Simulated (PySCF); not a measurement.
The complex [V(OH)4]- (charge -1) contains V(III), shell d2. The structure is a PBE0-D3(BJ)/def2-TZVP geometry optimised for multiplicity 3; coordination tetrahedral, point group S4, metal–donor distances 1.90 Å.

```
9

V     0.0000    0.0000    0.0000
O     1.1781    1.1781    0.9036
H     0.7493    2.0133    1.1011
O    -1.1781   -1.1781    0.9036
H    -0.7493   -2.0133    1.1011
O    -1.1781    1.1781   -0.9036
H    -2.0133    0.7493   -1.1011
O     1.1781   -1.1781   -0.9036
H     2.0133   -0.7493   -1.1011
```

Method (PySCF 2.14, density fitting): CASSCF(2,5) with orbitals averaged over all microstates of the shell, strongly contracted NEVPT2 on the averaged canonical orbitals; basis x2c-TZVPall on the metal, x2c-SVPall elsewhere; spin-free X2C; IEF-PCM dichloromethane; spin-orbit coupling by state interaction with the mean-field operator over all roots.

**Question.** What is the ground state?

**Answer.** 3B (from 3A2) (S = 1, orbital degeneracy 1), orbital occupations from the lowest 1.0 1.0 0.0 0.0 0.0, by NEVPT2.

**Question.** List the excited states of the same spin.

**Answer.** By NEVPT2: 3E (from 3T2) at 6687 cm⁻¹ (1496 nm); 3A (from 3T1) at 14222 cm⁻¹ (703 nm); 3E (from 3T1) at 14598 cm⁻¹ (685 nm); 3B (from 3T2) at 16470 cm⁻¹ (607 nm); 3A (from 3T1) at 25231 cm⁻¹ (396 nm); 3E (from 3T1) at 26070 cm⁻¹ (384 nm). The strongest, at 25231 cm⁻¹, has f = 1.3e-03.

**Question.** Which is the lowest state of another spin?

**Answer.** 1B (from 1E) at 11872 cm⁻¹ by NEVPT2; CASSCF alone puts it at 13827 cm⁻¹ above the same ground state.

**Question.** What ligand-field parameters describe the result?

**Answer.** At CASSCF level (the NEVPT2 levels don't fit a ligand-field model well): orbital energies 0, 707, 6479, 6479, 14238 cm⁻¹; 10Dq = 8712 cm⁻¹ (difference of the means of the two sets); B = 905 cm⁻¹; C = 3540 cm⁻¹; B over its free-ion value at the same level 0.833; rms of the fit 270 cm⁻¹; ζ = 176 cm⁻¹ (free ion 209).

**Question.** What are the magnetic parameters?

**Answer.** The ground multiplet follows a spin Hamiltonian with S = 1, g = 1.906, 1.906, 1.963, D = 2.37 cm⁻¹, E/|D| = 0.00 (spin-orbit part alone); the lowest levels hold 100 % of the spin-free ground state. μeff is 2.80 μB at 300 K and 2.71 μB at 10 K; the spin-only value is 2.83 μB.

NEVPT2 on the d shell alone tends to put d–d bands too high for such charged or covalently bound ions.

The job took 6.3 s on one thread of Arm Neoverse V1 (shared host), with 124 basis functions, launched as `OMP_NUM_THREADS=1 python lf_run.py task.json out`.
